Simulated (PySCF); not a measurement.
# Al(2+): excitation energy

Al(2+) [Ne] 3s1 (2S) → Al(2+) [Ne] 3p1 (2P), as a difference of total energies. All numbers are calculated (PySCF 2.14, no relativity, point nucleus, in aug-cc-pV(T+d)Z with one added diffuse shell each of s, p, d, f type (7s6p5d3f, 71 functions)). The calculations carry no spin-orbit coupling.

| method | excitation energy (eV) |
| --- | --- |
| UHF | 6.555 |
| LDA | 6.321 |
| PBE | 6.179 |
| PBE0 | 6.275 |
| r2SCAN | 6.153 |
| PBEsol | 6.154 |
| revPBE | 6.081 |
| wB97M-V | 6.501 |

A first-order spin-orbit estimate (lowest level to lowest level, LS coupling) adds -0.015 eV.
